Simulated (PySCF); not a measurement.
CH$_{5}$S (SMILES C[SH2+]), charge +1, singlet, geometry from GFN2-xTB; CCSD/def2-SV(P) (PySCF).

Here is a job for PySCF.
```python
from pyscf import gto, scf, cc

mol = gto.Mole()
mol.atom = '''
    C    -0.03747748    1.18530286   -0.11525700
    S    -0.02095352   -0.61772925    0.15157957
    H     1.25160297   -0.85395482   -0.24996242
    H    -1.06827047    1.52354437   -0.03438541
    H     0.54627907    1.64404919    0.67989192
    H     0.37245221    1.44603148   -1.08584758
    H    -0.54194256   -0.98781933   -1.04342765
'''
mol.basis = 'def2-sv(p)'
mol.charge = 1
mol.verbose = 5
mol.cart = True
mol.build()

mf = scf.RHF(mol)
mf.kernel()

mycc = cc.CCSD(mf)
mycc.kernel()
print('E(CCSD) = %.10f' % mycc.e_tot)
```

**Question.** Write the output that PySCF gives for this input, abridged.

**Answer.** 
```
PySCF version 2.14.0

[INPUT] verbose = 5
[INPUT] max_memory = 4000
[INPUT] num. atoms = 7
[INPUT] num. electrons = 26
[INPUT] charge = 1
[INPUT] spin (= nelec alpha-beta = 2S) = 0
[INPUT] symmetry False subgroup None
[INPUT] Mole.unit = angstrom
[INPUT] Cartesian GTO integrals (6d 10f)
[INPUT] Symbol           X                Y                Z      unit          X                Y                Z       unit  Magmom
[...]
[INPUT] ---------------- BASIS SET ----------------
[INPUT] l, kappa, [nprim/nctr], expnt,             c_1 c_2 ...
[INPUT] S
[...]
                                1381.5105503      -0.016683029937
                                313.8714758       -0.075262436116
                                88.053870623      -0.19376827038
                                27.039914905      -0.17718020803
[...]
                                4.9664522326      0.65066293018
                                2.0116242047      0.59712155354
[...]
                                61.306894736      -0.066547669241
                                19.103729887      -0.24828595903
                                6.6567720378      -0.48703847402
                                2.3959635161      -0.39337850312
[...]
[INPUT] H
[...]
                                1.9622572         0.13796524
                                0.44453796        0.47831935
[...]
[INPUT] C
[...]
                                186.29004992      0.040638409211
                                42.251176346      0.18025593888
                                11.676557932      0.46315121755
                                3.5930506482      0.44087173314
[...]
                                2.0103545142      0.21117025112
                                0.54771004707     0.51328172114
[...]
nuclear repulsion = 64.5816982227958
number of shells = 24
number of NR pGTOs = 82
number of NR cGTOs = 44
basis = def2-sv(p)
ecp = {}

******** <class 'pyscf.scf.hf.RHF'> ********
method = RHF
initial guess = minao
damping factor = 0
level_shift factor = 0
DIIS = <class 'pyscf.scf.diis.CDIIS'>
diis_start_cycle = 1
diis_space = 8
diis_damp = 0
SCF conv_tol = 1e-09
SCF conv_tol_grad = None
SCF max_cycles = 50
direct_scf = True
direct_scf_tol = 1e-13
Set gradient conv threshold to 3.16228e-05
Initial guess from minao.
E1 = -730.4286165694214  E2 = 227.63040110912277  Ecoul = 259.58408680841285  Exc = -31.953685699290077
init E= -438.216517237503
cond(S) = 1036.4459551886878
[...]
  mo_energy =
[-9.19611955e+01 -1.13131385e+01 -9.01949065e+00 -6.69361936e+00
 -6.69356356e+00 -6.69232066e+00 -1.34769569e+00 -1.01057582e+00
 -6.08200636e-01 -5.61478223e-01 -4.67537701e-01 -4.40174058e-01
 -3.74604924e-01  7.15035854e-02  9.92565683e-02  1.22098248e-01
  1.85135173e-01  2.17741578e-01  2.24273595e-01  4.59931489e-01
  5.13556768e-01  5.68713535e-01  5.88719638e-01  5.96464708e-01
  7.12190186e-01  7.92884531e-01  8.31770209e-01  8.81732153e-01
  8.97542633e-01  9.33698391e-01  9.36942665e-01  9.53371052e-01
  1.01034714e+00  1.01497469e+00  1.16053258e+00  1.30611606e+00
  1.31806068e+00  1.95935258e+00  1.96267676e+00  2.36179711e+00
  2.38303779e+00  2.38670175e+00  3.42695175e+00  5.38522321e+00]
E1 = -721.3334066956385  E2 = 218.9496504206193  Ecoul = 250.41543347231757  Exc = -31.46578305169828
cycle= 1 E= -437.802058052223  delta_E= 0.414  |g|= 0.392  |ddm|= 2.24
[...]
  mo_energy =
[-9.24180671e+01 -1.16344810e+01 -9.42539427e+00 -7.11413569e+00
 -7.11407871e+00 -7.11174315e+00 -1.41747155e+00 -1.19954534e+00
 -9.52556205e-01 -9.09988021e-01 -8.49882753e-01 -8.29887558e-01
 -7.69628156e-01 -1.28811987e-01 -1.25118400e-01 -9.18457249e-02
  1.47018616e-02  3.98044819e-02  4.02453875e-02  1.90585468e-01
  2.57838557e-01  3.10091098e-01  3.31362661e-01  3.66004876e-01
  4.34500959e-01  5.21956099e-01  6.06423488e-01  6.31369520e-01
  6.56265163e-01  6.65259628e-01  6.73834360e-01  6.89053123e-01
  7.27943045e-01  7.55966046e-01  8.75635112e-01  9.96453664e-01
[...]
 -7.26578322e-01 -8.43089539e-02 -7.73362492e-02 -3.53438719e-02
  3.42750598e-02  5.98538779e-02  6.28444870e-02  2.25377819e-01
  2.94824875e-01  3.51595573e-01  3.69849939e-01  3.93340520e-01
  4.97555805e-01  5.83927830e-01  6.45670669e-01  6.89494143e-01
  7.04630708e-01  7.16913035e-01  7.27251353e-01  7.44324795e-01
  7.81277981e-01  8.07060279e-01  9.29205063e-01  1.05877546e+00
  1.08886542e+00  1.76864241e+00  1.77097958e+00  2.16916761e+00
  2.20618305e+00  2.20971958e+00  3.16731583e+00  5.22154261e+00]
E1 = -723.6788826755101  E2 = 221.23652937852827  Ecoul = 252.9159362851438  Exc = -31.679406906615526
cycle= 8 E= -437.860655074186  delta_E= -4.08e-09  |g|= 1.71e-05  |ddm|= 0.000197
[...]
  mo_energy =
[-9.22758506e+01 -1.15024464e+01 -9.30248821e+00 -6.99040798e+00
 -6.99010001e+00 -6.98825601e+00 -1.34307354e+00 -1.14255183e+00
 -8.96684241e-01 -8.59428974e-01 -7.95216328e-01 -7.89820015e-01
 -7.26579220e-01 -8.43086130e-02 -7.73359394e-02 -3.53449276e-02
  3.42739847e-02  5.98525575e-02  6.28442299e-02  2.25378249e-01
  2.94824121e-01  3.51594742e-01  3.69849190e-01  3.93339834e-01
  4.97555642e-01  5.83926879e-01  6.45669116e-01  6.89493273e-01
  7.04628962e-01  7.16911642e-01  7.27250323e-01  7.44324749e-01
  7.81277523e-01  8.07059173e-01  9.29205462e-01  1.05877549e+00
  1.08886449e+00  1.76864071e+00  1.77097757e+00  2.16916548e+00
  2.20618131e+00  2.20971781e+00  3.16731468e+00  5.22153993e+00]
E1 = -723.6789124503208  E2 = 221.2365591530917  Ecoul = 252.91596858634347  Exc = -31.679409433251777
cycle= 9 E= -437.860655074433  delta_E= -2.47e-10  |g|= 3.97e-06  |ddm|= 5.19e-05
[...]
  mo_energy =
[-9.22758493e+01 -1.15024471e+01 -9.30248698e+00 -6.99040678e+00
 -6.99009879e+00 -6.98825479e+00 -1.34307324e+00 -1.14255179e+00
 -8.96684067e-01 -8.59428999e-01 -7.95216441e-01 -7.89820043e-01
 -7.26578777e-01 -8.43084062e-02 -7.73356976e-02 -3.53447916e-02
  3.42740279e-02  5.98525805e-02  6.28440248e-02  2.25378320e-01
  2.94824215e-01  3.51594791e-01  3.69849317e-01  3.93340139e-01
  4.97555842e-01  5.83927392e-01  6.45668979e-01  6.89493643e-01
  7.04629361e-01  7.16911635e-01  7.27250512e-01  7.44324665e-01
  7.81277871e-01  8.07059433e-01  9.29205580e-01  1.05877591e+00
  1.08886503e+00  1.76864045e+00  1.77097730e+00  2.16916522e+00
  2.20618098e+00  2.20971757e+00  3.16731554e+00  5.22153943e+00]
E1 = -723.6789111897159  E2 = 221.23655789247536  Ecoul = 252.9159673194946  Exc = -31.679409427019237
Extra cycle  E= -437.860655074445  delta_E= -1.14e-11  |g|= 1.76e-06  |ddm|= 8.7e-06
converged SCF energy = -437.860655074445

******** <class 'pyscf.cc.ccsd.CCSD'> ********
CC2 = 0
CCSD nocc = 13, nmo = 44
max_cycle = 50
direct = 0
conv_tol = 1e-07
conv_tol_normt = 1e-05
diis_space = 6
diis_start_cycle = 0
diis_start_energy_diff = 1e+09
Init t2, MP2 energy = -438.133331030425  E_corr(MP2) -0.272675955980543
Init E_corr(CCSD) = -0.272675955982281
cycle = 1  E_corr(CCSD) = -0.297486672169303  dE = -0.0248107162  norm(t1,t2) = 0.0456846
cycle = 2  E_corr(CCSD) = -0.305685411304091  dE = -0.00819873913  norm(t1,t2) = 0.0151397
cycle = 3  E_corr(CCSD) = -0.309118689835334  dE = -0.00343327853  norm(t1,t2) = 0.0061839
cycle = 4  E_corr(CCSD) = -0.309351440654922  dE = -0.00023275082  norm(t1,t2) = 0.00116458
cycle = 5  E_corr(CCSD) = -0.309283775490678  dE = 6.76651642e-05  norm(t1,t2) = 0.000468403
cycle = 6  E_corr(CCSD) = -0.309285573558469  dE = -1.79806779e-06  norm(t1,t2) = 0.000120693
cycle = 7  E_corr(CCSD) = -0.309286674133624  dE = -1.10057516e-06  norm(t1,t2) = 3.02173e-05
cycle = 8  E_corr(CCSD) = -0.309286319037071  dE = 3.55096553e-07  norm(t1,t2) = 9.62347e-06
cycle = 9  E_corr(CCSD) = -0.309286081407608  dE = 2.37629463e-07  norm(t1,t2) = 3.24191e-06
cycle = 10  E_corr(CCSD) = -0.309286015862951  dE = 6.55446573e-08  norm(t1,t2) = 7.85815e-07
CCSD converged
E(CCSD) = -438.1699410903076  E_corr = -0.3092860158629508
E(CCSD) = -438.1699410903
```
